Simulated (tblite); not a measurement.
C3H12GeOSi2.
Atom-mapped SMILES: `[O:1]=[CH:2][CH2:3][CH2:4][SiH2:5][SiH2:6][GeH3:7]` (hydrogens: H8 on C2; H9, H10 on C3; H11, H12 on C4; H13, H14 on Si5; H15, H16 on Si6; H17, H18, H19 on Ge7)

Computed with GFN2-xTB (tblite), gas phase: L-BFGS steps from a force-field or distance-geometry start until the largest atomic force falls under 0.01 eV/Å.

At the end of the run (lengths in Å): Si5–Si6 2.319, Ge7–H17 1.502, Ge7–H18 1.505, Si6–Ge7 2.333, C3–H10 1.093, Si5–H13 1.485, C4–Si5 1.918, C4–Si5–Si6 112.2°, O1–C2–C3 123.6°, C3–C4–Si5 114.1°, C2–C3–C4 111.4°, O1–C2–C3–C4 -24°, C2–C3–C4–Si5 45°, C3–C4–Si5–Si6 40°, H9–C3–C2–O1 95°, H8–C2–C3–C4 157°.

Problem. These geometries were met on the way; a selection of coordinates is given. Order them by energy above the end point, lowest first.
A. Si5–Si6 2.288, Ge7–H17 1.514, Ge7–H18 1.507, Si6–Ge7 2.309, C3–H10 1.086, Si5–H13 1.450, C4–Si5 1.892, C4–Si5–Si6 101.6°, O1–C2–C3 121.9°, C3–C4–Si5 109.5°, C2–C3–C4 107.4°, O1–C2–C3–C4 48°, C2–C3–C4–Si5 59°, C3–C4–Si5–Si6 75°, H9–C3–C2–O1 170°, H8–C2–C3–C4 -130°
B. Si5–Si6 2.327, Ge7–H17 1.504, Ge7–H18 1.505, Si6–Ge7 2.336, C3–H10 1.094, Si5–H13 1.477, C4–Si5 1.906, C4–Si5–Si6 109.0°, O1–C2–C3 125.4°, C3–C4–Si5 115.8°, C2–C3–C4 114.0°, O1–C2–C3–C4 -16°, C2–C3–C4–Si5 56°, C3–C4–Si5–Si6 51°, H9–C3–C2–O1 105°, H8–C2–C3–C4 166°
C. Si5–Si6 2.329, Ge7–H17 1.496, Ge7–H18 1.498, Si6–Ge7 2.339, C3–H10 1.099, Si5–H13 1.473, C4–Si5 1.908, C4–Si5–Si6 110.0°, O1–C2–C3 125.5°, C3–C4–Si5 112.6°, C2–C3–C4 111.6°, O1–C2–C3–C4 21°, C2–C3–C4–Si5 75°, C3–C4–Si5–Si6 64°, H9–C3–C2–O1 147°, H8–C2–C3–C4 -163°
D. Si5–Si6 2.310, Ge7–H17 1.506, Ge7–H18 1.506, Si6–Ge7 2.326, C3–H10 1.095, Si5–H13 1.466, C4–Si5 1.910, C4–Si5–Si6 99.5°, O1–C2–C3 125.1°, C3–C4–Si5 110.1°, C2–C3–C4 109.4°, O1–C2–C3–C4 49°, C2–C3–C4–Si5 59°, C3–C4–Si5–Si6 75°, H9–C3–C2–O1 172°, H8–C2–C3–C4 -131°
E. Si5–Si6 2.231, Ge7–H17 1.582, Ge7–H18 1.563, Si6–Ge7 2.281, C3–H10 1.136, Si5–H13 1.472, C4–Si5 1.887, C4–Si5–Si6 104.6°, O1–C2–C3 117.1°, C3–C4–Si5 108.5°, C2–C3–C4 107.9°, O1–C2–C3–C4 47°, C2–C3–C4–Si5 62°, C3–C4–Si5–Si6 73°, H9–C3–C2–O1 171°, H8–C2–C3–C4 -131°

Solution. B (0.110 eV), C (0.180 eV), D (0.297 eV), A (0.489 eV), E (0.794 eV).

```tsv
step	E above end (eV)	rms distance from the end, all atoms (Å)	largest force (eV/Å)	rms shift of all bonds from the end (Å)
131	0.110	0.268	0.583	0.006
49	0.180	0.697	0.214	0.007
10	0.297	0.780	0.281	0.008
3	0.489	0.783	0.623	0.017
0	0.794	0.786	2.792	0.038
```

Rows stand in the order of the answer.
